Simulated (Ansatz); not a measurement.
Isomers of CH$_{2}$ClFOSi, relaxed with PBE0-D4/def2-TZVP in Ansatz; electronic energies, one conformer each and not always the lowest. Functionals use def2-TZVPP; CBS adds triple-zeta CCSD(T) − MP2 to the MP2 limit of def2-TZVPP and def2-QZVPP.

Task: Order them by energy at frozen-core CCSD(T)/CBS, lowest first. (An estimate is asked.)
A. `FC1(Cl)O[SiH2]1`
B. `F[Si]1(Cl)CO1`
C. `F[Si@H]1O[C@@H]1Cl`

Result: B (0.0 kcal/mol), C (36.0 kcal/mol), A (85.8 kcal/mol).

Task: How do r2SCAN-D4, HF/CBS(def2), PBE-D4, B3LYP place them (kcal/mol, against `F[Si]1(Cl)CO1`)? (Best estimate.)

Result: Computed: 
```
              isomer  r2SCAN-D4  HF/CBS(def2)  PBE-D4  B3LYP
   `FC1(Cl)O[SiH2]1`       82.7          88.8    77.1   82.2
`F[Si@H]1O[C@@H]1Cl`       35.8          37.9    33.1   34.6
```

B3LYP here is the variant with VWN-RPA as its local correlation; programs differ in this.
